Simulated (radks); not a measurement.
Cr X, configuration [Ne] 3s2 3p3 (the NIST ground configuration).

Method: non-relativistic Kohn-Sham, LDA (Slater exchange, Perdew-Wang correlation), spin-polarised, spherical densities, point nucleus; open shells are filled with parallel spins first; computed with a radial shooting solver on a logarithmic mesh with Libxc functionals.

Energy parts (hartree):
| part | energy |
|---|---|
| total | -1011.96416 |
| kinetic | 1010.96558 |
| electron-nucleus | -2285.09254 |
| Hartree | 302.09257 |
| exchange-correlation | -39.92976 |

Orbitals (lengths in bohr, moments of r in powers of bohr; <r^-3> diverges for s and p1/2):
orbital,occ.,eigenvalue (hartree),<1/r>,<r^2>,<r^-3>,<r^4>
1s up,1,-222.0180,23.48,0.005547,-,0.00007856
1s down,1,-221.9469,23.48,0.005545,-,0.00007852
2s up,1,-32.07121,4.990,0.1029,-,0.01840
2s down,1,-31.99955,4.993,0.1026,-,0.01823
2p up,3,-28.53046,4.942,0.08283,353.8,0.01389
2p down,3,-28.44371,4.943,0.08260,353.7,0.01376
3s up,1,-9.46705,1.769,0.7391,-,0.8165
3s down,1,-9.20099,1.758,0.7485,-,0.8422
3p up,3,-8.40748,1.697,0.7559,61.07,0.8867
3p down,0,-8.14501,1.685,0.7682,60.32,0.9226
3d up,0,-6.74380,1.534,0.7177,7.365,0.8913
3d down,0,-6.50339,1.531,0.7297,7.412,0.9352
4s up,0,-4.22544,0.8580,3.067,-,13.09
4s down,0,-4.14614,0.8435,3.159,-,13.88
4p up,0,-3.84287,0.8219,3.306,19.23,15.41
4p down,0,-3.76960,0.8080,3.415,18.63,16.43

The highest occupied level is 3p up at -228.78 eV. For comparison, the ionisation energy in NIST's Atomic Spectra Database is 244.5 eV (semi-empirical). In exact Kohn-Sham theory the highest level is minus the ionisation energy, but local and semilocal functionals leave it too shallow, through self-interaction and a potential that decays too fast; potentials with the right tail come closer. Virial ratio -V/T = 2.00099. The electron density at the nucleus is 9314 e/bohr^3.
